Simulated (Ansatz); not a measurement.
hexafluorodisilane (F₆Si₂), singlet, at a GFN2-xTB geometry; HSE06/6-31G (Ansatz, a first-principles code).

Ansatz was given this input:
Ansatz 0.2 input:
```yaml
crystal:
  periodic: [false, false, false]
  atoms:
    - {symbol: F, position_ang: [1.91144099, -0.24336418, -1.23186550]}
    - {symbol: Si, position_ang: [1.11552550, -0.05340670, 0.12300950]}
    - {symbol: F, position_ang: [1.76075357, 1.23559388, 0.77677538]}
    - {symbol: F, position_ang: [1.61318454, -1.24527155, 1.03791126]}
    - {symbol: Si, position_ang: [-1.11552550, 0.05340670, -0.12300950]}
    - {symbol: F, position_ang: [-1.61318454, 1.24527155, -1.03791126]}
    - {symbol: F, position_ang: [-1.76075357, -1.23559388, -0.77677538]}
    - {symbol: F, position_ang: [-1.91144099, 0.24336418, 1.23186550]}
basis:
  gaussian:
    orbitals: 6-31G
hamiltonian:
  xc: hse06
```

It wrote (shortened):

```
Functional definition: HSE06
730 factors; integrals over basis functions are off by at most 1.4e-4 eV
108 factors; integrals over basis functions are off by at most 1.9e-7 eV
mean field evaluation 1: about -32026.1231 eV, gradient 6.7e1 eV
mean field evaluation 2: about -32015.5605 eV, gradient 1.1e2 eV
mean field evaluation 4: about -32033.6036 eV, gradient 7.3e-1 eV
mean field evaluation 8: about -32033.7369 eV, gradient 1.9e-2 eV
mean field -32033.73685944 eV, -1177.2181163378 hartree, gradient 4.6e-5 eV, S^2 0.000000; 0 other end points of the search recorded, 0 dependent functions left out
reference -32033.73690257 eV, -1177.2181179227 hartree; 41, 41 occupied and 39, 39 virtual orbitals, 730 factors
Total energy: -32033.73690257 eV, -1177.2181179227 hartree
```
